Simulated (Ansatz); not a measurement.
Consider the hydrogenolysis of a B–C bond: `C[B](C)[ZnH]` + H₂ → `C[BH][ZnH]` + CH₄.

Program: Ansatz. Geometries: PBE0-D4/def2-TZVP. ΔE: electronic, gas phase. CCSD(T)/CBS is the MP2 limit (def2-TZVPP, def2-QZVPP) plus CCSD(T) − MP2 in def2-TZVPP, frozen cores. This one scheme is used for every species. For Zn outer-core shells are correlated without core-valence functions, which leaves a few kJ/mol of doubt a bond. Scalar relativity is left out up to krypton.

```tsv
level	ΔE (eV)
CCSD(T)/def2-TZVPP	-0.24
CCSD/CBS(def2)	-0.26
```

Task: What does CCSD(T)/CBS give? (Estimate.)

Result: Computed: -0.21 eV. The listed levels differ from it by -0.03, -0.05 eV.

Largest T1 diagnostic among the species: 0.014.

From r2SCAN to r2SCAN0 (25 % exact exchange), in def2-TZVPP and without D4, ΔE moves by −0.04 eV. In def2-TZVPP, CCSD(T) changes the Hartree–Fock value by +0.26 eV (the triples alone add +0.05 eV) and MP2 by +0.31 eV.
